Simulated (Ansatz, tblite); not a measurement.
Removing and adding an electron: Zn₁₂O₁₂H₃₂. The state is a singlet with charge 0. Geometry: PBE-D4/def2-SVP. Ansatz, gas phase; energy differences of separate SCF runs; the oxidised species was run as a doublet alone; the reduced species was run as a doublet alone.

Cartesian coordinates in Å:
```
O 3.673 0.118 0.670
O 0.574 1.346 -3.129
O -1.283 -0.242 -3.446
O 2.040 -2.671 1.127
O -1.254 -1.999 -1.424
O 1.462 -0.803 -1.137
O 1.259 1.790 1.001
O -1.072 1.347 -0.588
O -0.475 -1.111 1.468
O 1.824 -0.160 3.157
O -4.248 -0.094 0.159
O -2.861 0.928 1.887
Zn 2.307 0.159 -2.581
Zn 3.193 -1.547 -0.262
Zn 2.997 1.159 2.228
Zn 0.636 -2.238 -2.285
Zn -0.176 2.773 -1.691
Zn -2.707 2.200 -1.542
Zn 0.601 -3.461 0.032
Zn 0.959 -1.890 2.764
Zn -1.737 -2.364 0.545
Zn 0.209 0.095 0.080
Zn -1.810 2.514 0.896
Zn -1.686 -0.565 2.880
H 4.632 0.275 0.586
H 3.336 1.533 -0.877
H 0.750 1.758 -3.999
H -0.288 0.669 -3.269
H -1.475 -0.647 -2.544
H -0.765 -0.983 -3.863
H 2.641 -3.355 1.484
H -1.843 -2.626 -1.892
H 1.397 2.412 0.221
H 0.488 2.268 1.473
H 2.027 -0.119 4.110
H 0.069 0.907 3.640
H -4.068 0.358 -0.729
H -3.875 -1.020 0.133
H -3.526 0.472 1.079
H -3.475 1.268 2.569
H 3.404 0.293 -3.657
H 3.162 2.054 -1.433
H 4.148 -2.491 -1.077
H 3.791 2.297 2.951
H 0.611 -2.080 -3.869
H -1.644 3.222 -2.494
H 1.092 3.501 -1.067
H -3.870 1.215 -2.008
H 1.079 -3.759 -1.520
H -0.811 -3.912 0.714
H 0.600 -3.021 3.792
H -3.298 -2.385 0.823
H -0.730 3.057 1.938
H -3.049 3.173 -0.055
H -0.587 1.301 3.797
H -2.348 -0.921 4.232
```

The xTB rows come from tblite. Single mean-field runs in def2-SVP are fitted with def2-universal-jkfit. In the singlet geometry the species has come apart into loosely held pieces. In the singlet, H36 and H55 lie 0.78 Å apart, H26 and H42 lie 0.78 Å apart (atoms count from 1), so H2 has formed as a molecule. In the doublet geometry the species has come apart into loosely held pieces.

```json
{"level": "GFN1-xTB", "−HOMO (eV)": "8.67", "vertical IE (eV)": "10.83", "−LUMO (eV)": "4.88", "vertical EA (eV)": "3.28", "HOMO–LUMO gap (eV)": "3.79", "IE − EA (eV)": "7.55", "remarks": "–"}
{"level": "GFN2-xTB", "−HOMO (eV)": "11.00", "vertical IE (eV)": "12.60", "−LUMO (eV)": "6.94", "vertical EA (eV)": "5.26", "HOMO–LUMO gap (eV)": "4.05", "IE − EA (eV)": "7.34", "remarks": "–"}
{"level": "PBE-D4/def2-SVP", "−HOMO (eV)": "5.71", "vertical IE (eV)": "–", "−LUMO (eV)": "2.16", "vertical EA (eV)": "0.59", "HOMO–LUMO gap (eV)": "3.55", "IE − EA (eV)": "–", "remarks": "HOMO above zero (-1 doublet)"}
{"level": "PBE0-D4/def2-SVP", "−HOMO (eV)": "7.00", "vertical IE (eV)": "8.44", "−LUMO (eV)": "1.34", "vertical EA (eV)": "0.28", "HOMO–LUMO gap (eV)": "5.66", "IE − EA (eV)": "8.16", "remarks": "HOMO above zero (-1 doublet)"}
```

Run but left out: PBE-D4/def2-SVP (charge +1 doublet: an occupied level 0.10 eV above an empty one).   A HOMO above zero means that the electron is unbound at that level or that self-interaction error raises the level; the energy of removing that electron tells which. Raw xTB energy differences between charge states are shifted by several eV; the methods need an empirical correction for them. Sets without diffuse functions give affinities that are too small.
